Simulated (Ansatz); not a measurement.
One change: `O[SiH2][SiH2]Br` becomes `O[SiH2][SiH2]S`.

Ansatz, PBE0-D4/def2-TZVP geometries, multiplicity 1. Each molecule was computed in one conformer, which needn't be the lowest.

Scalar relativity is left out up to krypton.

```csv
property,`O[SiH2][SiH2]Br`
LUMO energy (B3LYP/def2-TZVPP) / eV,-1.30
zero-point energy (PBE0-D4/def2-TZVP) / kJ/mol,130.7
HOMO–LUMO gap (PBE0/def2-TZVPP) / eV,6.76
HOMO energy (PBE0/def2-TZVPP) / eV,-7.89
HOMO–LUMO gap (ωB97M-V/def2-TZVPP) / eV,10.60
HOMO energy (B3LYP/def2-TZVPP) / eV,-7.69
```

What does the change do to each property? (An estimate is asked.)

Ansatz gave: 
```json
{"property": "LUMO energy (B3LYP/def2-TZVPP) / eV", "`O[SiH2][SiH2]S`": "-0.93", "shift": "0.37"}
{"property": "zero-point energy (PBE0-D4/def2-TZVP) / kJ/mol", "`O[SiH2][SiH2]S`": "153.2", "shift": "22.5"}
{"property": "HOMO–LUMO gap (PBE0/def2-TZVPP) / eV", "`O[SiH2][SiH2]S`": "6.66", "shift": "-0.10"}
{"property": "HOMO energy (PBE0/def2-TZVPP) / eV", "`O[SiH2][SiH2]S`": "-7.41", "shift": "0.48"}
{"property": "HOMO–LUMO gap (ωB97M-V/def2-TZVPP) / eV", "`O[SiH2][SiH2]S`": "10.45", "shift": "-0.15"}
{"property": "HOMO energy (B3LYP/def2-TZVPP) / eV", "`O[SiH2][SiH2]S`": "-7.20", "shift": "0.49"}
```

With PBE0 the HOMO rises by 0.48 eV and the LUMO rises by 0.37 eV, so the gap narrows by about 0.11 eV. PBE moves the HOMO by 0.43 eV and ωB97M-V by 0.46 eV. The zero-point energy changes by 22.5 kJ/mol with +3 modes.

B3LYP here is the variant with VWN-RPA as its local correlation; programs differ in this.

Spin–orbit coupling is left out; it splits and shifts lone-pair levels of the heavy atoms by tenths of an eV.
